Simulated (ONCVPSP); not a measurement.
**Varying the ONCV potential for Sn**

Base potential:

```
Element                 : tin
Generator               : ONCVPSP 4.0.1
Type                    : optimised norm-conserving Vanderbilt (ONCV)
Functional              : PBEsol
Relativity              : fully relativistic
Frozen core             : [Kr]
Valence charge          : 14
Reference configuration : 4d10 5s2 5p1.5 (charge +0.5)
Partial waves           : 5s: rc 2.15 bohr, ncon 5, nbas 8, qcut 2.7 1/bohr, 2 projectors, debl 1.4 Ha; 5p: rc 2.70 bohr, ncon 4, nbas 8, qcut 2.7 1/bohr, 2 projectors, debl 0.7 Ha; 4d: rc 1.60 bohr, ncon 3, nbas 7, qcut 9.3 1/bohr, 2 projectors, debl 0.8 Ha
Local potential         : polynomial inside 1.10 bohr (lpopt 3, dvloc0 0 Ha)
Core correction         : Teter function, fcfact 5.25, rcfact 1.8
```

Open shells are filled in proportion to 2j + 1.

In the d channel the program set the typed energies aside and used -1.071, 0.250 Ha (j = l + 1/2; the other j can differ).

Cutoffs, loose and tight: the cutoffs (Ha) at which the residual kinetic energy of the hardest occupied pseudo-wave falls to 1 and 0.1 mHa per electron. They do not see the model core or the augmentation charge, which bear on the density cutoff. Test errors are all-electron minus pseudo excitation energies from the reference, over the configurations 4d10 5s2 5p2; 4d10 5s2 5p1; 4d10 5s2 5p0; 4d10 5s0 5p0. A dash means not determined; rows that change the core or the reference have their own tests.

A true bound ghost makes a file unfit for plane-wave use even where its test errors are small: the radial tests pick states by their node count and pass the ghost by.

```csv
change,outcome,"cutoff, loose","cutoff, tight",bound ghosts,GHOST(+) flags above zero,largest test error (meV)
base,"generated, projector energies reset by the program",33 Ha,37 Ha,s,"p3/2, p1/2",-490
"local potential polynomial inside 1.50 bohr (lpopt 2, dvloc0 0 Ha)","generated, projector energies reset by the program",33 Ha,37 Ha,none,s,-490
reference 4d10 5s2 5p2,"generated, projector energies reset by the program",33 Ha,37 Ha,s,"p3/2, p1/2",-137
d: rc 1.82,"generated, projector energies reset by the program",30 Ha,35 Ha,s,"p3/2, p1/2",-487
"local potential polynomial inside 1.10 bohr (lpopt 3, dvloc0 0.5 Ha)","generated, projector energies reset by the program",33 Ha,37 Ha,s,"p3/2, p1/2",-490
"all radii but the core radius scaled by about 1.07 (s 2.30, p 2.90, d 1.72 bohr); local potential polynomial inside 1.18 bohr (lpopt 3, dvloc0 0 Ha)","generated, projector energies reset by the program",31 Ha,36 Ha,s,"p3/2, p1/2",-528
p: qcut 3.6,"generated, projector energies reset by the program",33 Ha,37 Ha,s,"p3/2, p1/2",-457
d: qcut 10.2,"generated, projector energies reset by the program",36 Ha,41 Ha,s,"p3/2, p1/2",-509
"core [Ar] 3d10, valence charge 22; reference 4s2 4p6 4d10 5s2 5p1; waves now 4s+5s: rc 1.05 bohr, ncon 4, nbas 8, qcut 10.5 1/bohr, 2 projectors; 4p+5p: rc 1.70 bohr, ncon 4, nbas 9, qcut 6.8 1/bohr, 2 projectors; 4d: rc 1.50 bohr, ncon 5, nbas 8, qcut 9.6 1/bohr, 2 projectors, debl 1.6 Ha; local potential polynomial inside 0.80 bohr (lpopt 5, dvloc0 2 Ha)",generated,47 Ha,54 Ha,p1/2,"s, p3/2, d3/2",-1.2
"core correction Teter function, fcfact 5.25, rcfact 1.94","generated, projector energies reset by the program",33 Ha,37 Ha,s,"p3/2, p1/2",-887
functional PBE,"generated, projector energies reset by the program",33 Ha,37 Ha,s,"p3/2, p1/2",-686
```
